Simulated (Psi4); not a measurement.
Here is a job for Psi4.
```
memory 2 GB

molecule mol {
-1 3
As    0.000000    0.000000    0.000000
}

set {
  basis def2-svpd
  reference uks
}

energy('pbe0')
print_variables()
```

**Question.** What is the computed total energy (PBE0/def2-SVPD (Psi4))?

**Answer.** -2235.2649 Eh

**Question.** What <S^2> does PBE0/def2-SVPD give?

**Answer.** 2.003

**Question.** What number of basis functions does PBE0/def2-SVPD give?

**Answer.** 38

A gas-phase anion may not be bound at this level; its values then depend on the basis.

These values belong to the state on which the SCF converged, which isn't shown to be the lowest.
